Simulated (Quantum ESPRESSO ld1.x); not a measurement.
Results of a calculation; reference values are marked as such.
Radial electron density D(r) = 4 pi r^2 rho(r) of an atom or ion with 20 electrons. Level of theory: Dirac Kohn-Sham, relativistic LDA (MacDonald-Vosko exchange, VWN5 correlation), spin-unpolarised, spherical densities, point nucleus (ld1.x of Quantum ESPRESSO 7.5).

| r (bohr) | D(r) (e/bohr) |
|---|---|
| 0.004016 | 6.705 |
| 0.004491 | 8.021 |
| 0.005024 | 9.554 |
| 0.005619 | 11.33 |
| 0.006285 | 13.35 |
| 0.00703 | 15.65 |
| 0.007863 | 18.23 |
| 0.008795 | 21.07 |
| 0.009837 | 24.15 |
| 0.01092 | 27.20 |
| 0.01221 | 30.61 |
| 0.01366 | 34.06 |
| 0.01527 | 37.44 |
| 0.01708 | 40.60 |
| 0.01911 | 43.37 |
| 0.02137 | 45.60 |
| 0.02391 | 47.12 |
| 0.02674 | 47.84 |
| 0.02991 | 47.70 |
| 0.03345 | 46.78 |
| 0.03742 | 45.26 |
| 0.04185 | 43.43 |
| 0.04644 | 41.84 |
| 0.05194 | 40.66 |
| 0.0581 | 40.47 |
| 0.06499 | 41.57 |
| 0.07269 | 44.00 |
| 0.0813 | 47.50 |
| 0.09094 | 51.41 |
| 0.1017 | 54.82 |
| 0.1138 | 56.72 |
| 0.1273 | 56.25 |
| 0.1423 | 53.02 |
| 0.1592 | 47.32 |
| 0.1781 | 40.12 |
| 0.1976 | 33.39 |
| 0.221 | 27.56 |
| 0.2472 | 24.27 |
| 0.2765 | 23.78 |
| 0.3093 | 25.28 |
| 0.3459 | 27.27 |
| 0.3869 | 28.11 |
| 0.4328 | 26.71 |
| 0.484 | 22.95 |
| 0.5414 | 17.64 |
| 0.6056 | 12.01 |
| 0.6773 | 7.179 |
| 0.7516 | 3.922 |
| 0.8406 | 1.763 |
| 0.9403 | 0.6699 |
| 1.052 | 0.2117 |
| 1.176 | 0.05463 |
| 1.316 | 0.01128 |
| 1.472 | 0.001821 |

What is the nuclear charge?

Answer. Z = 38. The innermost maximum, from 1s, lies near gamma/Z bohr with gamma = sqrt(1 - (Z/c)^2) = 0.961, here 0.0253 bohr (found: 0.0278), and its height grows with Z. The density is that of the strontium ion Sr18+ in [Ar] 3d2; the configuration itself is not fixed sharply by these data, and Z only to a few units. D(r) has 3 maxima, at r = 0.0278, 0.118, 0.384 bohr, and minima at 0.0558, 0.268 bohr, inside which lie 2.06, 10.73 electrons.
